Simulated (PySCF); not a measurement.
ReOCl4 (doublet state).
Z-matrix (Å and degrees, PBE0-D3(BJ)/def2-SVP geometry), rows numbered from 1:
```
Re
O   1  1.6514
Cl  1  2.2842  2  106.14
Cl  1  2.2838  2  106.29  3   -90.00
Cl  1  2.2842  2  106.13  3   179.99
Cl  1  2.2837  2  106.30  3    89.99
```

Method: PySCF, PBE0-D3(BJ)/def2-SVP geometry optimisation, gas phase, def2 core potentials past Kr.

Masses are those of the commonest isotopes; rigid-rotor values at the optimised geometry. 

What are A, B and C (MHz)?

Ia = 425.06, Ib = 425.74, Ic = 672.74 u·Å²; 505379 MHz·u·Å²/I gives A = 1189, B = 1187, C = 751.2 MHz.

What kind of rotor is it?

An oblate symmetric top, as the point group C4v requires two equal moments; the computed ones differ by 0.16 % because the geometry is symmetric only within the optimiser's tolerance: κ = (2 × 1187 − 1189 − 751.2)/(1189 − 751.2) = 0.99.

Is it planar, by Δ = Ic − Ia − Ib?

Not planar: Δ = Ic − Ia − Ib = -178.05 u·Å². For a rigid frame Δ = −2 Σ m c², so Σ m c² = 89.03 u·Å² lies off the ab plane. The atom farthest from that plane is 1.83 Å away.

Give the other two planar moments, Paa and Pbb, and the rms extents of the mass along the axes.

Paa = Σ m a² = (Ib + Ic − Ia)/2 = 336.71 and Pbb = Σ m b² = (Ia + Ic − Ib)/2 = 336.03 u·Å². With the mass M = 342.83 u, the rms extents √(P/M) along a, b and c are 0.99, 0.99, 0.51 Å.

Where do the R-branch lines fall?

The dipole of 0.10 D lies along the symmetry axis, so ΔK = 0 and J+1 ← J falls at 2B(J+1) for every K: 2.38 GHz, 4.75 GHz, 7.13 GHz, 9.50 GHz, 11.88 GHz for J = 0 to 4.

Estimate the classical rotational partition function at 50 K, 100 K and 500 K.

Point group C4v, symmetry number σ = 4; q = (√π/σ)·√((kT/h)³/(ABC)), k/h = 20836.6 MHz/K: 14500 at 50 K, 40900 at 100 K, 458000 at 500 K.

For this open shell read J as N, the rotation without spin; fine and hyperfine splittings come on top. Not checked by PBE0-D3(BJ)/def2-SVP frequencies. ⟨S²⟩ = 0.756 (exact for a doublet: 0.75). These are rigid-rotor constants of the computed structure; measured ground-state constants (B0) also hold zero-point vibration.

Caution for open-shell metal species: one SCF solution and one stationary point were followed, and a lower state or a bent or distorted shape isn't ruled out.
